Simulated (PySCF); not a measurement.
## Potassium: highly charged ions in a basis for the neutral atom

K¹⁷⁺ 1s2, K¹⁸⁺ 1s1. All numbers are calculated (PySCF 2.14, the spin-free X2C one-electron Hamiltonian (Gaussian nucleus), in x2c-SVPall (5s3p2d, 24 functions)). No spin-orbit coupling, so a gap to NIST mixes the basis error with missing relativistic terms.

Changed run: basis of the neutral atom used for a highly charged ion. This setting is unsound on purpose.

| species | method | sound run (hartree) | changed run (hartree) | converged |
| --- | --- | --- | --- | --- |
| K¹⁷⁺ | UHF | not run | -350.80137 | yes |
| K¹⁷⁺ | TPSS | not run | -350.86102 | yes |
| K¹⁷⁺ | PBE0 | not run | -350.68572 | yes |
| K¹⁸⁺ | UHF | not run | -181.27484 | yes |
| K¹⁸⁺ | TPSS | not run | -181.27834 | yes |
| K¹⁸⁺ | PBE0 | not run | -181.19645 | yes |

Ionisation energy of K¹⁷⁺:

```
method  changed run (eV)  NIST (eV)
   UHF            4613.1     4610.8
  TPSS            4614.6     4610.8
  PBE0            4612.0     4610.8
```

The contracted functions were made for the neutral atom and can be too rigid for a highly charged ion.
